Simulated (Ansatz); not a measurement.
```yaml
crystal:
  periodic: [false, false, false]
  atoms:
    - {symbol: C, position_ang: [-0.019202, -2.753070, 0.010593]}
    - {symbol: C, position_ang: [1.335593, -1.441626, 0.516293]}
    - {symbol: Si, position_ang: [2.254196, 0.046015, -1.543391]}
    - {symbol: B, position_ang: [0.804916, 0.476193, 1.591960]}
    - {symbol: Si, position_ang: [-1.749379, 1.024615, 1.373530]}
    - {symbol: O, position_ang: [-2.063161, 2.555308, 2.748927]}
    - {symbol: Ga, position_ang: [-1.619630, 1.710158, -1.403742]}
    - {symbol: H, position_ang: [0.592618, -3.676201, -0.953758]}
    - {symbol: H, position_ang: [-0.401955, -3.294854, 1.134219]}
    - {symbol: H, position_ang: [-0.969193, -2.026977, -0.750600]}
    - {symbol: H, position_ang: [2.464594, -2.015252, 1.022718]}
    - {symbol: H, position_ang: [3.794175, 0.626398, -0.939038]}
    - {symbol: H, position_ang: [0.965893, 1.319872, -1.994828]}
    - {symbol: H, position_ang: [2.182130, -1.249999, -3.011093]}
    - {symbol: H, position_ang: [1.747516, 1.173955, 2.199305]}
    - {symbol: H, position_ang: [-3.008052, -0.286379, 1.648773]}
    - {symbol: H, position_ang: [-2.744479, 3.401579, 2.560314]}
    - {symbol: H, position_ang: [-1.376721, 3.793192, -2.221089]}
    - {symbol: H, position_ang: [-1.838091, 0.317927, -2.798415]}
basis:
  gaussian: {orbitals: cc-pVTZ-DK, nuclear_model: gaussian}
hamiltonian: {xc: {name: HF}}
relax: {f_tol: 0.0001, max_steps: 1}
```

```sh
$ ansatz run in.yaml --threads 2 --pin off --events-out ev --progress --plain --max-ram 22528MiB --backend cuda --devices 0, --max-vram 18GiB
```

Output, abridged:

```
Functional definition: HF
2805 factors; their error is unknown
mean field evaluation 1: about -73542.8518 eV, gradient 4.5e1 eV
mean field evaluation 2: about -73546.2455 eV, gradient 4.0e1 eV
mean field evaluation 4: about -73549.6677 eV, gradient 1.6e0 eV
mean field evaluation 8: about -73549.6922 eV, gradient 1.3e-1 eV
mean field evaluation 16: about -73551.0291 eV, gradient 5.5e-3 eV
mean field -73551.02905028 eV, -2702.9504629198 hartree, gradient 1.9e-5 eV, S^2 0.000000; 1 other end points of the search recorded, 0 dependent functions left out
reference -73551.02905028 eV, -2702.9504629198 hartree; 48, 48 occupied and 351, 351 virtual orbitals, 2805 factors
relax step   1: F+E_penalty+E_count = -73551.02905028 eV  Δ(F+E_penalty+E_count) = +0.000e0 eV  max|allowed force component| = 4.751e0 eV/Å  Δτ_max = 0.0000 Å  (89 SCF iters, accepted)
Error: geometry relaxation did not converge after 1 steps: max|allowed force component| = 4.75e0 eV/Å (threshold 1.0e-4). Raise `relax.max_steps` over both its present limit and 1, loosen `relax.f_tol`, or start from a geometry closer to equilibrium. Where this run's directory can be resumed (`checkpoint.write`), a resume goes on for up to `relax.max_steps` more
```

Task: What is wrong with this run?

Result: The relaxation is allowed too few steps for its threshold. The run did not converge.
